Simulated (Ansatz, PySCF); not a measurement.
Caution: the highest occupied level lies above zero, so the state may not be bound. This singlet lies 1.08 eV below the relaxed triplet at the level frozen-core CCSD(T)/aug-cc-pVDZ // PBE0-D3(BJ)/def2-TZVPD (Ansatz, an electronic-structure program).

Z-matrix (Å, degrees):
```
Al
N 1 1.8415
H 2 1.0086 1 122.92
H 2 1.0112 3 109.51 1 177.07
C 1 2.0935 2 95.71 3 -177.20
O 5 1.2231 1 130.81 2 -101.73
H 5 1.1554 6 114.21 1 173.44
```
Charge -1, spin multiplicity 1.

Problem. Estimate the HOMO and total energy that PBE-D3(BJ)/def2-TZVPD // PBE0-D3(BJ)/def2-TZVPD (PySCF) returns for this input.

Solution. 
| Property | Value |
|---|---|
| HOMO | 0.91 eV |
| total energy | -11213.61 eV |
